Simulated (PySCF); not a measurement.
Fractional electron number in Ga⁻ (gallium, charge -1)

The 4p alpha orbital of [Ar] 3d10 4s2 4p2 is emptied in steps (occupation f), with all orbitals relaxed, ending at [Ar] 3d10 4s2 4p1. Calculation: PySCF 2.14, in aug-pcseg-2 (7s6p4d2f, 59 functions); no relativity, point nucleus. The exact energy is a straight line in f; departures are measured from the line between the end points of the same method.

```
  f  PBE0 (eV)  r2SCAN (eV)  LC-wPBE (eV)  BHandHLYP (eV)  M06-2X (eV)  TPSS (eV)
  1      0.000        0.000         0.000           0.000        0.000      0.000
0.9     -0.119       -0.163         0.034          -0.069       -0.065     -0.167
0.7     -0.289       -0.396         0.072          -0.170       -0.153     -0.408
0.5     -0.356       -0.485         0.082          -0.212       -0.177     -0.505
0.3     -0.307       -0.414         0.067          -0.184       -0.143     -0.437
0.1     -0.134       -0.179         0.028          -0.081       -0.067     -0.191
  0      0.000        0.000         0.000           0.000        0.000      0.000
```

| method | E(f=0) − E(f=1) (eV) | −ε at f=1 (eV) | −ε at f=0.5 (eV) |
| --- | --- | --- | --- |
| PBE0 | 0.451 | -0.838 | 0.398 |
| r2SCAN | 0.538 | -1.233 | 0.484 |
| LC-wPBE | 0.348 | 0.748 | 0.333 |
| BHandHLYP | 0.236 | -0.496 | 0.196 |
| M06-2X | 0.245 | -0.454 | 0.287 |
| TPSS | 0.435 | -1.369 | 0.346 |

Orbital energy along the path (eV):

```json
{"f": "1", "PBE0": "0.838", "r2SCAN": "1.233", "LC-wPBE": "-0.748", "BHandHLYP": "0.496", "M06-2X": "0.454", "TPSS": "1.369"}
{"f": "0.9", "PBE0": "0.631", "r2SCAN": "0.946", "LC-wPBE": "-0.629", "BHandHLYP": "0.399", "M06-2X": "0.340", "TPSS": "1.089"}
{"f": "0.7", "PBE0": "0.153", "r2SCAN": "0.284", "LC-wPBE": "-0.462", "BHandHLYP": "0.131", "M06-2X": "0.041", "TPSS": "0.429"}
{"f": "0.5", "PBE0": "-0.398", "r2SCAN": "-0.484", "LC-wPBE": "-0.333", "BHandHLYP": "-0.196", "M06-2X": "-0.287", "TPSS": "-0.346"}
{"f": "0.3", "PBE0": "-1.001", "r2SCAN": "-1.305", "LC-wPBE": "-0.214", "BHandHLYP": "-0.559", "M06-2X": "-0.516", "TPSS": "-1.211"}
{"f": "0.1", "PBE0": "-1.631", "r2SCAN": "-2.122", "LC-wPBE": "-0.094", "BHandHLYP": "-0.946", "M06-2X": "-0.781", "TPSS": "-2.119"}
{"f": "0", "PBE0": "-1.945", "r2SCAN": "-2.521", "LC-wPBE": "-0.037", "BHandHLYP": "-1.146", "M06-2X": "-1.076", "TPSS": "-2.578"}
```

At f = 1 the orbital energy is positive for PBE0, r2SCAN, BHandHLYP, M06-2X, TPSS: only the finite basis holds the electron.

Reference removal energy between the ground levels: 0.301 eV (measured; photodetachment measurements, as compiled on the Wikipedia data page of electron affinities). The calculation has no spin-orbit coupling.
